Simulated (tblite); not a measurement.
A geometry optimisation, step by step.

C4H13FSi2.
Atom-mapped SMILES: `[CH3:1][SiH2:2][CH2:3][C@@H:4]([SiH3:5])[CH2:6][F:7]` (hydrogens: H8, H9, H10 on C1; H11, H12 on Si2; H13, H14 on C3; H15 on C4; H16, H17, H18 on Si5; H19, H20 on C6)

Computed with GFN2-xTB (tblite), gas phase: L-BFGS steps from a force-field or distance-geometry start until the largest atomic force falls under 0.01 eV/Å. 4 of its 129 geometries are shown.

Step 0: E = -635.4409 eV, largest atomic force 2.240 eV/Å
```
atom  x, y, z in Å  |  force x, y, z in eV/Å
C1      2.405    0.799    0.300    1.248   1.228   0.964
Si2     1.721   -0.529   -0.776    1.523  -0.799  -1.435
C3      0.048   -1.138   -0.367   -0.874  -1.294   0.847
C4     -0.835   -0.158    0.357   -0.976  -0.785   1.085
Si5    -1.128    1.419   -0.553   -0.340   1.788  -0.879
C6     -2.214   -0.850    0.434    0.873   0.011  -0.299
F7     -2.583   -1.038   -0.890   -0.684  -0.314   0.571
H8      1.958    1.789    0.121    0.071  -0.475   0.283
H9      2.380    0.569    1.388   -0.075   0.242  -0.785
H10     3.480    0.912    0.025   -0.679  -0.036   0.341
H11     1.798   -0.106   -2.191   -0.035   0.040   0.102
H12     2.641   -1.696   -0.664   -0.111   0.152  -0.015
H13    -0.504   -1.480   -1.258    0.442   0.066   0.266
H14     0.158   -2.031    0.301   -0.103   0.345  -0.524
H15    -0.544    0.045    1.404    0.270  -0.263  -0.404
H16    -2.332    1.278   -1.395    0.327   0.176   0.021
H17     0.046    1.857   -1.345   -0.381  -0.114   0.164
H18    -1.450    2.439    0.472    0.089  -0.062  -0.112
H19    -2.092   -1.851    0.894   -0.448   0.398  -0.140
H20    -2.958   -0.217    0.923   -0.137  -0.303  -0.051
```

Step 43: E = -635.9550 eV, largest atomic force 0.093 eV/Å
```
atom  x, y, z in Å  |  force x, y, z in eV/Å
C1      2.425    0.699    0.481   -0.016  -0.051  -0.043
Si2     1.845   -0.548   -0.833    0.067   0.049  -0.021
C3      0.053   -1.117   -0.525    0.017  -0.005  -0.004
C4     -0.848   -0.132    0.219   -0.048   0.029  -0.008
Si5    -1.255    1.460   -0.772   -0.009   0.037   0.011
C6     -2.146   -0.820    0.626   -0.023   0.019  -0.001
F7     -2.926   -1.115   -0.471    0.056   0.002   0.022
H8      1.837    1.614    0.454    0.032  -0.070   0.025
H9      2.354    0.279    1.483    0.002   0.057  -0.039
H10     3.465    0.969    0.313   -0.049  -0.005   0.027
H11     1.950    0.060   -2.167    0.043  -0.012   0.015
H12     2.702   -1.744   -0.758    0.003   0.048  -0.042
H13    -0.421   -1.380   -1.471    0.006  -0.001  -0.044
H14     0.103   -2.048    0.047   -0.056  -0.035   0.065
H15    -0.359    0.146    1.160   -0.012  -0.002  -0.028
H16    -2.380    1.247   -1.677    0.008  -0.033   0.008
H17    -0.088    1.895   -1.540    0.022  -0.027   0.024
H18    -1.598    2.495    0.213   -0.018  -0.016   0.002
H19    -1.961   -1.778    1.130   -0.018   0.043   0.009
H20    -2.756   -0.173    1.267   -0.008  -0.026   0.021
```

Step 85: E = -635.9775 eV, largest atomic force 0.049 eV/Å
```
atom  x, y, z in Å  |  force x, y, z in eV/Å
C1      2.448    0.562    0.527    0.003   0.017   0.015
Si2     1.822   -0.516   -0.904    0.014   0.006  -0.009
C3      0.048   -1.096   -0.521   -0.003   0.036   0.019
C4     -0.836   -0.072    0.200   -0.027  -0.008   0.025
Si5    -1.298    1.458   -0.855   -0.027  -0.028   0.009
C6     -2.102   -0.753    0.706   -0.006  -0.001   0.003
F7     -2.862   -1.231   -0.338    0.004   0.031  -0.014
H8      1.895    1.495    0.578    0.015   0.024   0.023
H9      2.340    0.060    1.485    0.002  -0.004  -0.004
H10     3.498    0.808    0.407    0.009   0.002  -0.016
H11     1.858    0.247   -2.159    0.012  -0.006   0.005
H12     2.699   -1.690   -1.028   -0.027  -0.024  -0.021
H13    -0.453   -1.403   -1.442    0.022  -0.005   0.021
H14     0.110   -1.998    0.099   -0.007   0.028  -0.011
H15    -0.318    0.275    1.102    0.013  -0.039  -0.026
H16    -2.144    1.053   -1.975    0.010   0.011   0.012
H17    -0.080    2.110   -1.335    0.007  -0.013  -0.001
H18    -2.012    2.381    0.038   -0.012  -0.025  -0.035
H19    -1.873   -1.622    1.336   -0.014   0.010  -0.011
H20    -2.744   -0.058    1.258    0.011  -0.013   0.016
```

Step 128: E = -635.9946 eV, largest atomic force 0.010 eV/Å
```
atom  x, y, z in Å  |  force x, y, z in eV/Å
C1      2.576    0.481    0.531   -0.003   0.002  -0.001
Si2     1.791   -0.454   -0.924   -0.002   0.004  -0.007
C3      0.055   -1.066   -0.431    0.002  -0.002  -0.002
C4     -0.863   -0.035    0.232   -0.001  -0.003  -0.001
Si5    -1.351    1.412   -0.923    0.003   0.001   0.004
C6     -2.131   -0.714    0.731    0.001  -0.001   0.000
F7     -2.942   -1.065   -0.326   -0.004   0.000   0.002
H8      2.087    1.437    0.695   -0.004   0.003   0.005
H9      2.510   -0.086    1.456    0.005  -0.002  -0.001
H10     3.627    0.680    0.346   -0.003   0.003  -0.004
H11     1.726    0.419   -2.103   -0.003   0.000   0.002
H12     2.608   -1.633   -1.246   -0.002  -0.003   0.005
H13    -0.449   -1.469   -1.310    0.000   0.002   0.001
H14     0.179   -1.911    0.256   -0.001   0.001   0.001
H15    -0.361    0.360    1.121   -0.004   0.001  -0.001
H16    -1.794    0.887   -2.211    0.005  -0.002  -0.006
H17    -0.195    2.297   -1.086    0.007  -0.007   0.003
H18    -2.433    2.157   -0.272   -0.002   0.004   0.003
H19    -1.921   -1.642    1.276    0.004  -0.002   0.000
H20    -2.725   -0.046    1.364    0.002   0.002  -0.004
```

Q: Summarise the path.

A: The energy falls by 53.42 kJ/mol from step 0 to step 128; nine tenths of that is first reached at step 37. It falls at every step. The largest force goes from 2.240 to 0.010 eV/Å. Among the bonds Si2–C3 changes most, from 1.827 to 1.905 Å; the atoms move by 0.570 Å rms after alignment.

Q: Follow the three bonds and two angles with the largest change from start to end.

A: 
| step | E above end (kJ/mol) | largest force (eV/Å) | Si2–C3 (Å) | C4–Si5 (Å) | C1–Si2 (Å) | C1–Si2–C3 (°) | C3–C4–H15 (°) |
| --- | --- | --- | --- | --- | --- | --- | --- |
| 0 | 53.42 | 2.240 | 1.827 | 1.844 | 1.841 | 116.7 | 114.9 |
| 6 | 15.15 | 0.265 | 1.900 | 1.921 | 1.897 | 112.8 | 108.2 |
| 11 | 10.25 | 0.180 | 1.914 | 1.919 | 1.901 | 113.4 | 108.4 |
| 17 | 9.04 | 0.091 | 1.906 | 1.921 | 1.897 | 113.9 | 108.6 |
| 22 | 8.42 | 0.091 | 1.914 | 1.919 | 1.900 | 113.5 | 108.2 |
| 28 | 7.56 | 0.090 | 1.909 | 1.917 | 1.897 | 113.9 | 107.9 |
| 33 | 6.69 | 0.149 | 1.909 | 1.919 | 1.902 | 114.1 | 107.3 |
| 39 | 4.76 | 0.150 | 1.912 | 1.919 | 1.896 | 112.5 | 107.9 |
| 45 | 3.54 | 0.079 | 1.906 | 1.918 | 1.902 | 111.4 | 108.4 |
| 50 | 3.27 | 0.047 | 1.908 | 1.916 | 1.898 | 111.1 | 108.4 |
| 56 | 3.15 | 0.040 | 1.911 | 1.915 | 1.899 | 110.7 | 108.4 |
| 61 | 3.02 | 0.044 | 1.909 | 1.916 | 1.899 | 110.3 | 108.4 |
| 67 | 2.73 | 0.065 | 1.909 | 1.915 | 1.897 | 109.6 | 109.0 |
| 72 | 2.36 | 0.077 | 1.906 | 1.915 | 1.900 | 109.0 | 108.3 |
| 78 | 2.07 | 0.051 | 1.907 | 1.914 | 1.900 | 109.1 | 108.4 |
| 83 | 1.77 | 0.053 | 1.907 | 1.912 | 1.899 | 108.9 | 108.9 |
| 89 | 1.40 | 0.094 | 1.905 | 1.914 | 1.898 | 109.2 | 108.4 |
| 95 | 0.77 | 0.068 | 1.904 | 1.917 | 1.899 | 109.7 | 108.6 |
| 100 | 0.42 | 0.083 | 1.905 | 1.913 | 1.901 | 110.4 | 108.9 |
| 106 | 0.20 | 0.037 | 1.906 | 1.915 | 1.901 | 110.4 | 108.7 |
| 111 | 0.14 | 0.018 | 1.905 | 1.914 | 1.899 | 110.3 | 108.8 |
| 117 | 0.09 | 0.022 | 1.905 | 1.915 | 1.899 | 110.2 | 108.7 |
| 122 | 0.04 | 0.023 | 1.905 | 1.915 | 1.900 | 109.8 | 108.7 |
| 128 | 0.00 | 0.010 | 1.905 | 1.915 | 1.899 | 109.7 | 108.6 |

What follows is the cost of the whole relaxation. On one thread, Arm Neoverse N1 (aarch64), no GPU, shared host with 64 logical CPUs at a one-minute load of 60, this took 1.8 s.
